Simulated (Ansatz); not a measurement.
CH₅BClN, SMILES `CNBCl` at its PBE0-D4/def2-TZVP geometry, where that method's forces vanish. Charge 0, multiplicity 1.

```tsv
atom	x (Å)	y (Å)	z (Å)
C1	-0.208	0.481	1.075
N2	0.198	0.324	-0.302
B3	0.093	-0.831	-1.051
Cl4	0.646	-0.836	-2.733
H5	0.638	0.757	1.712
H6	-0.980	1.249	1.179
H7	-0.615	-0.462	1.439
H8	0.589	1.150	-0.728
H9	-0.362	-1.832	-0.591
```

Question: For each bond, give half the difference of the two atoms' forces along it (eV/Å; positive pushes the atoms apart) under PBE-D4, r2SCAN-D4, B3LYP-D4, ωB97M-V in def2-TZVPP. (Estimate.)

Answer: Computed: 
| bond | length (Å) | PBE-D4 | r2SCAN-D4 | B3LYP-D4 | ωB97M-V |
| --- | --- | --- | --- | --- | --- |
| C1–N2 | 1.444 | 0.02 | 0.18 | 0.26 | 0.30 |
| C1–H5 | 1.094 | 0.09 | -0.05 | -0.08 | -0.12 |
| C1–H6 | 1.094 | 0.09 | -0.05 | -0.08 | -0.12 |
| C1–H7 | 1.090 | 0.10 | -0.06 | -0.08 | -0.09 |
| N2–B3 | 1.381 | 0.15 | 0.07 | -0.02 | 0.01 |
| N2–H8 | 1.009 | 0.21 | -0.03 | -0.06 | -0.12 |
| B3–Cl4 | 1.771 | 0.04 | 0.06 | 0.21 | 0.15 |
| B3–H9 | 1.192 | -0.01 | -0.10 | -0.18 | -0.19 |

B3LYP here is the variant with VWN-RPA as its local correlation; programs differ in this.
